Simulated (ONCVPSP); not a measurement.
## Bi (Z = 83): what ONCVPSP 4.0.1 does with a changed input

Command:

```bash
oncvpsp.x < Bi.dat > Bi.out
```

Input:

```
# ATOM AND REFERENCE CONFIGURATION
# atsym  z   nc   nv     iexc    psfile
  Bi 83.00   10    5        4      upf
#
#   n    l    f
    1    0    2.00
    2    0    2.00
    2    1    6.00
    3    0    2.00
    3    1    6.00
    3    2   10.00
    4    0    2.00
    4    1    6.00
    4    2   10.00
    4    3   14.00
    5    0    2.00
    5    1    6.00
    5    2   10.00
    6    0    2.00
    6    1    3.00
#
# PSEUDOPOTENTIAL AND OPTIMIZATION
# lmax
    2
#
#   l,   rc,      ep,       ncon, nbas, qcut
    0    1.55    0.00    4    9    6.50
    1    1.35    0.00    4    7    9.90
    2    1.10    0.00    4    9    9.50
#
# LOCAL POTENTIAL
# lloc, lpopt,  rc(5),   dvloc0
    4    4    1.10    2.00
#
# VANDERBILT-KLEINMAN-BYLANDER PROJECTORs
# l, nproj, debl
    0    2    3.80
    1    2    3.20
    2    2    3.30
#
# MODEL CORE CHARGE
# icmod, fcfact, rcfact
    2    0.01    0.00
#
# LOG DERIVATIVE ANALYSIS
# epsh1, epsh2, depsh
   -7.00    5.00    0.04
#
# OUTPUT GRID
# rlmax, drl
    6.00    0.01
#
# TEST CONFIGURATIONS
# ncnf
    4
# nvcnf
#   n    l    f
    5
    5    0    2.00
    5    1    6.00
    5    2   10.00
    6    0    2.00
    6    1    2.00
#
    5
    5    0    2.00
    5    1    6.00
    5    2   10.00
    6    0    2.00
    6    1    1.00
#
    5
    5    0    2.00
    5    1    6.00
    5    2   10.00
    6    0    2.00
    6    1    0.00
#
    5
    5    0    1.00
    5    1    6.00
    5    2   10.00
    6    0    2.00
    6    1    3.00
#
```

This is an input that runs to its end, with one change: model core set to icmod 2, fcfact 0.01, rcfact 0.00.

Question: How does the run end?

Answer: The program runs through. Ghost flags: none; the largest excitation error among the 4 tests with output is 939 meV, against 876 meV for the unchanged input.

```
   3   0  2.0000 -145.57669255
   3   1  6.0000 -120.81066066
   3   2 10.0000  -95.97625210
   4   0  2.0000  -34.21082918
   4   1  6.0000  -26.09852509
   4   2 10.0000  -16.83734096
   4   3 14.0000   -6.64027407
   5   0  2.0000   -6.82744064   -6.82876071   -1.32D-03
   5   1  6.0000   -4.55066436   -4.55088006   -2.16D-04
   5   2 10.0000   -2.01443891   -2.01430407    1.35D-04
   6   0  2.0000   -1.46991859   -1.47000534   -8.67D-05

    Total energies and differences
      AE_ref= -2.15307709D+04  AE_tst= -2.15290619D+04  dif=  1.71D+00
      PS_ref= -2.16489674D+02  PS_tst= -2.14779948D+02  dif=  1.71D+00
      PSP excitation error= -7.55D-04

Test configuration 4

   n   l     f        eae           eps        diff
   1   0  2.0000-3333.50494051
   2   0  2.0000 -599.51483557
   2   1  6.0000 -512.80278058
   3   0  2.0000 -145.25288821
   3   1  6.0000 -120.48677755
   3   2 10.0000  -95.65233694
   4   0  2.0000  -33.88102774
   4   1  6.0000  -25.76723797
   4   2 10.0000  -16.50355174
   4   3 14.0000   -6.30157954
   5   0  1.0000   -6.41555981   -6.47519310   -5.96D-02
   5   1  6.0000   -4.10843499   -4.12430107   -1.59D-02
   5   2 10.0000   -1.51613205   -1.51578478    3.47D-04
   6   0  2.0000   -0.90313730   -0.90681253   -3.68D-03
   6   1  3.0000   -0.47346846   -0.47377364   -3.05D-04

    Total energies and differences
      AE_ref= -2.15307709D+04  AE_tst= -2.15246750D+04  dif=  6.10D+00
      PS_ref= -2.16489674D+02  PS_tst= -2.10359354D+02  dif=  6.13D+00
      PSP excitation error= -3.45D-02
```
